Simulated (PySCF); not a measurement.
**Molecular orbitals of LiTl⁺**

PBE0 at R = 3.320 Å; PySCF, scalar-relativistic core potentials, basis sets Li def2-SVP, Tl def2-SVP with ECP60. State: ²Σ⁺ (doublet), unpaired electrons σ ↑. Only the outer orbitals are listed, counted within each symmetry, core potentials removing the inner ones.

| spin | orbital | occ. | ε (eV) | on Li (%) | main shells (%) |
| --- | --- | --- | --- | --- | --- |
| α | 1δ | 1 | -22.64 | 0 | 100 Tl d |
| α | 1δ | 1 | -22.64 | 0 | 100 Tl d |
| α | 2π | 1 | -22.51 | 0 | 100 Tl d |
| α | 2π | 1 | -22.51 | 0 | 100 Tl d |
| α | 4σ | 1 | -22.48 | 0 | 100 Tl d |
| α | 5σ | 1 | -15.46 | 3 | 97 Tl s |
| α | 6σ | 1 | -8.92 | 43 | 54 Tl p, 32 Li s, 11 Li p |
| α | 3π | 0 | -6.19 | 9 | 91 Tl p, 9 Li p |
| α | 3π | 0 | -6.19 | 9 | 91 Tl p, 9 Li p |
| α | 7σ | 0 | -5.23 | 84 | 74 Li s, 17 Tl p, 10 Li p |
| β | 1δ | 1 | -22.63 | 0 | 100 Tl d |
| β | 1δ | 1 | -22.63 | 0 | 100 Tl d |
| β | 2π | 1 | -22.42 | 0 | 100 Tl d |
| β | 2π | 1 | -22.42 | 0 | 100 Tl d |
| β | 4σ | 1 | -22.35 | 0 | 100 Tl d |
| β | 5σ | 1 | -14.94 | 1 | 98 Tl s |
| β | 6σ | 0 | -6.44 | 39 | 60 Tl p, 31 Li s |
| β | 3π | 0 | -5.89 | 4 | 96 Tl p |
| β | 3π | 0 | -5.89 | 4 | 96 Tl p |

Question: Which are the highest filled and the lowest empty level, where do they sit, and how wide is the gap?

Answer: Highest filled α 6σ at -8.92 eV (in %: 54 Tl p, 32 Li s, 11 Li p); lowest empty β 6σ at -6.44 eV (in %: 60 Tl p, 31 Li s); the gap at PBE0 is 2.48 eV.

```json
{
  "bond order (Mayer)": "0.52",
  "⟨S²⟩": "0.752",
  "charge on Li (Mulliken, basis-dependent)": "0.53",
  "charge on Li (Löwdin, basis-dependent)": "0.51",
  "dipole moment (positive dipole points towards Tl; it is taken about the centre of mass and depends on that origin)": "-9.20 D",
  "polarisability along the bond": "118.0 bohr³",
  "polarisability across the bond": "48.4 bohr³"
}
```

These are scalar-relativistic numbers at best; spin–orbit coupling would shift them, the dissociation energy most. The state was picked by a PBE0 search and need not be the measured ground state.
